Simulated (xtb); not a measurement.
Input for xtb: GFN2-xTB on AlClFH (SMILES [F][AlH][Cl]), a point of a bond scan (R = 1.879 Å).

```
$ xtb mol.xyz --gfn 2 --sp --chrg 0 --uhf 0
4

Al    -0.56121200     0.17720720    -0.47070291
H     -1.75578251    -0.36994628    -1.30318825
F     -0.21592676     1.78615354    -0.49600494
Cl     0.52596065    -0.93570377     0.58220815
```

It printed:

```
[...]
           -------------------------------------------------
          |                Calculation Setup                |
           -------------------------------------------------



           -------------------------------------------------
          |                 G F N 2 - x T B                 |
           -------------------------------------------------

        Reference                      10.1021/acs.jctc.8b01176
      * Hamiltonian:
        H0-scaling (s, p, d)           1.850000    2.230000    2.230000
        zeta-weighting                 0.500000
      * Dispersion:
        s8                             2.700000
        a1                             0.520000
        a2                             5.000000
        s9                             5.000000
      * Repulsion:
        kExp                           1.500000    1.000000
        rExp                           1.000000
      * Coulomb:
        alpha                          2.000000
        third order                    shell-resolved
        anisotropic                    true
        a3                             3.000000
        a5                             4.000000
        cn-shift                       1.200000
        cn-exp                         4.000000
        max-rad                        5.000000


          ...................................................
          :                      SETUP                      :
          :.................................................:
          :  # basis functions                  25          :
          :  # atomic orbitals                  23          :
          :  # shells                            9          :
          :  # electrons                        18          :
          :  max. iterations                   250          :
          :  Hamiltonian                  GFN2-xTB          :
          :  restarted?                      false          :
          :  GBSA solvation                  false          :
          :  PC potential                    false          :
          :  electronic temp.          300.0000000     K    :
          :  accuracy                    1.0000000          :
          :  -> integral cutoff          0.2500000E+02      :
          :  -> integral neglect         0.1000000E-07      :
          :  -> SCF convergence          0.1000000E-05 Eh   :
          :  -> wf. convergence          0.1000000E-03 e    :
          :  Broyden damping             0.4000000          :
          :  net charge                          0          :
          :  unpaired electrons                  0          :
          ...................................................

 iter      E             dE          RMSdq      gap      omega  full diag
   1    -11.0126241 -0.110126E+02  0.230E+01    6.07       0.0  T
   2    -11.0556291 -0.430050E-01  0.131E+01    5.51       1.0  T
   3    -11.0583083 -0.267923E-02  0.224E+00    4.84       1.0  T
   4    -11.0646716 -0.636329E-02  0.185E+00    5.38       1.0  T
   5    -11.0660144 -0.134273E-02  0.841E-01    5.27       1.0  T
   6    -11.0661440 -0.129634E-03  0.145E-01    5.21       1.0  T
   7    -11.0661588 -0.147822E-04  0.741E-02    5.24       1.0  T
   8    -11.0661589 -0.155567E-06  0.656E-02    5.24       1.0  T
   9    -11.0661600 -0.103006E-05  0.590E-02    5.22       1.0  T
  10    -11.0661622 -0.219324E-05  0.246E-02    5.23       2.0  T
  11    -11.0661619  0.222432E-06  0.150E-02    5.23       3.3  T
  12    -11.0661624 -0.502541E-06  0.152E-03    5.23      32.9  T
  13    -11.0661624  0.485313E-09  0.115E-03    5.23      43.6  T
  14    -11.0661624 -0.767885E-09  0.369E-04    5.23     135.6  T
  15    -11.0661624 -0.185535E-09  0.137E-04    5.23     366.2  T

   *** convergence criteria satisfied after 15 iterations ***

         #    Occupation            Energy/Eh            Energy/eV
      -------------------------------------------------------------
         1        2.0000           -1.0685450             -29.0766
       ...           ...                  ...                  ...
         3        2.0000           -0.5453493             -14.8397
         4        2.0000           -0.5163374             -14.0503
         5        2.0000           -0.5155808             -14.0297
         6        2.0000           -0.4915984             -13.3771
         7        2.0000           -0.4736207             -12.8879
         8        2.0000           -0.4703804             -12.7997
         9        2.0000           -0.4424046             -12.0384 (HOMO)
        10                         -0.2502466              -6.8096 (LUMO)
        11                         -0.1895327              -5.1574
        12                         -0.1144779              -3.1151
        13                         -0.0971229              -2.6428
        14                         -0.0552908              -1.5045
       ...                                ...                  ...
        23                          1.4503829              39.4669
      -------------------------------------------------------------
                  HL-Gap            0.1921581 Eh            5.2289 eV
             Fermi-level           -0.3463256 Eh           -9.4240 eV

 SCC (total)                   0 d,  0 h,  0 min,  0.007 sec
 SCC setup                      ...        0 min,  0.000 sec (  1.282%)
 Dispersion                     ...        0 min,  0.000 sec (  0.362%)
 classical contributions        ...        0 min,  0.000 sec (  0.192%)
 integral evaluation            ...        0 min,  0.001 sec ( 13.975%)
 iterations                     ...        0 min,  0.004 sec ( 60.139%)
 molecular gradient             ...        0 min,  0.002 sec ( 22.380%)
 printout                       ...        0 min,  0.000 sec (  1.445%)

         :::::::::::::::::::::::::::::::::::::::::::::::::::::
         ::                     SUMMARY                     ::
         :::::::::::::::::::::::::::::::::::::::::::::::::::::
         :: total energy             -11.012963266407 Eh    ::
         :: gradient norm              0.115660143697 Eh/a0 ::
         :: HOMO-LUMO gap              5.228887533324 eV    ::
         ::.................................................::
         :: SCC energy               -11.066162315270 Eh    ::
         :: -> isotropic ES            0.046515649039 Eh    ::
         :: -> anisotropic ES          0.002783015133 Eh    ::
         :: -> anisotropic XC         -0.004758584820 Eh    ::
         :: -> dispersion             -0.001603440276 Eh    ::
         :: repulsion energy           0.053199048863 Eh    ::
         :: add. restraining           0.000000000000 Eh    ::
         :: total charge               0.000000000000 e     ::
         :::::::::::::::::::::::::::::::::::::::::::::::::::::

           -------------------------------------------------
          |                Property Printout                |
           -------------------------------------------------

    * Orbital Energies and Occupations

         #    Occupation            Energy/Eh            Energy/eV
      -------------------------------------------------------------
         1        2.0000           -1.0685450             -29.0766
         2        2.0000           -0.8152110             -22.1830
         3        2.0000           -0.5453493             -14.8397
         4        2.0000           -0.5163374             -14.0503
         5        2.0000           -0.5155808             -14.0297
         6        2.0000           -0.4915984             -13.3771
         7        2.0000           -0.4736207             -12.8879
         8        2.0000           -0.4703804             -12.7997
         9        2.0000           -0.4424046             -12.0384 (HOMO)
Note: The following floating-point exceptions are signalling: IEEE_UNDERFLOW_FLAG IEEE_DENORMAL
normal termination of xtb
        10                         -0.2502466              -6.8096 (LUMO)
        11                         -0.1895327              -5.1574
        12                         -0.1144779              -3.1151
        13                         -0.0971229              -2.6428
        14                         -0.0552908              -1.5045
        15                         -0.0367682              -1.0005
        16                         -0.0038653              -0.1052
        17                         -0.0008784              -0.0239
        18                          0.0024383               0.0663
        19                          0.0529155               1.4399
        20                          0.0622618               1.6942
       ...                                ...                  ...
        23                          1.4503829              39.4669
      -------------------------------------------------------------
                  HL-Gap            0.1921581 Eh            5.2289 eV
             Fermi-level           -0.3463256 Eh           -9.4240 eV

     #   Z          covCN         q      C6AA      α(0)
     1  13 Al       2.321     0.410   105.890    21.963
     2   1 H        0.879    -0.087     5.138     3.548
     3   9 F        0.672    -0.240    11.679     4.034
     4  17 Cl       0.770    -0.083   101.569    15.416

 Mol. C6AA /au·bohr⁶  :        650.787503
 Mol. C8AA /au·bohr⁸  :      33957.909343
 Mol. α(0) /au        :         44.961633


Wiberg/Mayer (AO) data.
largest (>0.10) Wiberg bond orders for each atom

 ---------------------------------------------------------------------------
     #   Z sym  total        # sym  WBO       # sym  WBO       # sym  WBO
 ---------------------------------------------------------------------------
     1  13 Al   3.642 --     4 Cl   1.478     3 F    1.266     2 H    0.898
     2   1 H    0.992 --     1 Al   0.898
     3   9 F    1.334 --     1 Al   1.266
     4  17 Cl   1.576 --     1 Al   1.478
 ---------------------------------------------------------------------------

Topologies differ in total number of bonds
Writing topology from bond orders to xtbtopo.mol

molecular dipole:
                 x           y           z       tot (Debye)
 q only:       -0.132      -0.466      -0.017
   full:       -0.131      -0.460      -0.018       1.216
molecular quadrupole (traceless):
                xx          xy          yy          xz          yz          zz
 q only:        1.138       0.195      -2.430      -0.756       0.976       1.291
  q+dip:        1.646       0.500      -2.977      -0.055       1.230       1.331
   full:        1.402      -0.491      -4.267      -3.222       1.433       2.865


           -------------------------------------------------
          | TOTAL ENERGY              -11.012963266407 Eh   |
          | GRADIENT NORM               0.115660143697 Eh/α |
          | HOMO-LUMO GAP               5.228887533324 eV   |
           -------------------------------------------------

------------------------------------------------------------------------
------------------------------------------------------------------------
 total:
 SCF:
```

The run finished.

Cost: roughly 0.04 core-seconds.
